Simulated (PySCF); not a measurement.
CdI, SMILES [Cd+][I], charge +1.

Geometry: r2SCAN-D4/def2-TZVP. The spin state was assumed, not searched. The def2 effective core potentials stand for the cores of Cd, I; spin–orbit coupling is left out.

All values below come from HF/def2-TZVPD (PySCF).

Computed frontier levels, gap, dipole moment and polarisability:
| Quantity | Value |
|---|---|
| highest occupied level | -14.89 eV |
| lowest empty level | -7.07 eV |
| orbital gap | 7.82 eV |
| dipole moment about the centre of nuclear charge | 8.00 D |
| mean static polarisability | 56.2 bohr³ (8.33 Å³) |
| polarisability, principal values | 43.3, 43.3, 82.0 bohr³ |
